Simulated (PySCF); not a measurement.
## Exercise with solution: chemical shift, span and skew from a shielding tensor

Mg(SeH)(GeH3) (GeH4MgSe), SMILES [GeH3][Mg][SeH]. Atoms are numbered in the order given.

```xyz
7

Mg    -0.0088    -0.0788     0.0000
Se    -0.0408    -2.5314     0.0000
H      1.4477    -2.5064     0.0000
Ge     0.0009     2.5049     0.0000
H     -0.7106     3.1260    -1.2408
H      1.4372     3.1128     0.0000
H     -0.7106     3.1260     1.2408
```

Geometry: PBE-D3(BJ)/def2-SVP. The structure was generated by enumeration; whether it is a known compound was not checked. Other conformers were not sampled.

GIAO shieldings from PySCF with PBE0/pcSseg-1, non-relativistic, no solvent. The symmetric part of the tensor of Se2 has the principal values 2208.1, 2233.6, 2520.8 ppm. The same nucleus in Me2Se has σ = 1740.1 ppm at this level (PySCF, at its B3LYP-D3(BJ)/def2-TZVP geometry).

Q: Work out the isotropic shielding, the ⁷⁷Se shift against Me2Se, the span and the skew.

A: 
σ(iso) = (σ11 + σ22 + σ33)/3 = 2320.8 ppm. δ = σ(ref) − σ(iso) = 1740.1 − (2320.8) = -580.7 ppm.
Span Ω = σ33 − σ11 = 312.7 ppm. Skew κ = 3(σ(iso) − σ22)/Ω = 0.84. Tumbling in solution averages the tensor to δ; in a static solid the shielding alone would spread this spin-1/2 line over Ω.
